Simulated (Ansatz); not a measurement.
Input file for Ansatz (a first-principles code): R-B3LYP/def2-TZVPPD on AsH3 (SMILES [AsH3]). Files ending in .json are basis or fitting sets from the Basis Set Exchange.

Ansatz 0.2 input:
```yaml
crystal:
  periodic: [false, false, false]
  atoms:
    - {symbol: As, position_ang: [-0.09349047, 0.05961392, 0.40917591]}
    - {symbol: H, position_ang: [-0.22659116, 0.08116487, -1.11311202]}
    - {symbol: H, position_ang: [-0.25723942, -1.45187726, 0.46913624]}
    - {symbol: H, position_ang: [1.42486738, -0.04103526, 0.33434219]}
basis:
  gaussian:
    orbitals: def2-TZVPPD.json
hamiltonian:
  xc: {name: B3LYP}
scf: {lower_state_search: off}
```

The head of its log:

```
Functional definition: B3LYP
[...]
these checks for a lower state are left out or cut short: stability, starts, cluster_reference, orbital_swaps, neighbouring_geometries, increment
integrals: 0.02 GiB planned
609 factors; their error is unknown
mean field: 0.27 GiB planned
mean field evaluation 1: about -60890.7323 eV, gradient 1.3e1 eV
mean field evaluation 2: about -60890.9654 eV, gradient 8.1e0 eV
```

Problem. Predict the final total energy.

Solution. -2237.7117 hartree.
